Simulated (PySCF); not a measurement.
CHS₂, SMILES S=C=[SH+], charge +1.

Coordinates come from a B3LYP-D3(BJ)/def2-TZVP optimisation. The isomer is the one that the SMILES or the coordinates give; other isomers of the formula were not compared.

Method: TDA-ωB97X/def2-SVPD in PySCF.

Vertical excitations. Gas-phase values at a fixed geometry. State labels are in the subgroup Cs.

```csv
state,symmetry,energy (eV),λ (nm),f,main pairs
S1,A",3.45,359,0.000,HOMO→LUMO 97 %
S2,A',4.94,251,0.033,"HOMO→LUMO+1 56 %, HOMO−1→LUMO 40 %"
S3,A",5.81,213,0.001,HOMO−1→LUMO+1 92 %
S4,A",6.50,191,0.000,HOMO−2→LUMO 87 %
S5,A",7.36,168,0.001,"HOMO→LUMO+2 73 %, HOMO→LUMO+3 14 %"
S6,A',7.47,166,0.406,"HOMO−2→LUMO+1 41 %, HOMO−3→LUMO 24 %, HOMO→LUMO+1 19 %, HOMO−1→LUMO 10 %"
S7,A',8.13,153,0.537,"HOMO−3→LUMO 50 %, HOMO−1→LUMO 21 %, HOMO→LUMO+1 12 %, HOMO−4→LUMO 10 %"
S8,A",8.21,151,0.001,"HOMO→LUMO+3 73 %, HOMO→LUMO+2 13 %"
S9,A",8.63,144,0.000,HOMO−3→LUMO+1 84 %
S10,A',9.03,137,0.343,"HOMO−4→LUMO 68 %, HOMO−1→LUMO 13 %"
T1,A",3.14,395,0,HOMO→LUMO 95 %
T2,A',3.59,346,0,"HOMO→LUMO+1 83 %, HOMO−1→LUMO 13 %"
T3,A',3.97,312,0,"HOMO−1→LUMO 76 %, HOMO→LUMO+1 15 %"
T4,A",5.36,231,0,HOMO−1→LUMO+1 88 %
```
Triplets are in the Tamm–Dancoff approximation.
